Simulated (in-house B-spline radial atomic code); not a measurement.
A fraction x of an electron is removed from 2s in Be, starting from [He] 2s2 and keeping the highest spin. Method: non-relativistic M06-L, spin-polarised, spherical fractional occupations, point nucleus. Calculated with a radial B-spline atomic code at the basis-set limit.

| x | E(x) - E(0) (eV) | 2s down level (eV) |
| --- | --- | --- |
| 0 | 0.0000 | -5.729 |
| 0.02 | 0.1159 | -5.861 |
| 0.19 | 1.2062 | -6.960 |
| 0.37 | 2.5596 | -8.068 |
| 0.39 | 2.7221 | -8.188 |
| 0.5 | 3.6587 | -8.837 |
| 0.59 | 4.4771 | -9.339 |
| 0.68 | 5.3368 | -9.796 |
| 0.81 | 6.6679 | -10.706 |
| 0.88 | 7.4266 | -11.022 |
| 1 | 8.9642 | - |

The exact functional would give a straight line between the two integer points. Deviations E(x) - E(0) - x[E(1) - E(0)], in eV: -0.063 at x = 0.02, -0.497 at x = 0.19, -0.757 at x = 0.37, -0.774 at x = 0.39, -0.823 at x = 0.5, -0.812 at x = 0.59, -0.759 at x = 0.68, -0.593 at x = 0.81, -0.462 at x = 0.88.

The curve lies below the straight line by up to 0.823 eV (at x = 0.5): convex, the delocalisation error that favours fractional charges.

(1) How well does Slater's transition state (minus the level at half occupation) give the ionisation energy?

Answers

(1) It gives 8.837 eV against 8.964 eV from the two total energies; NIST lists 9.32 eV, ground level to ground level.
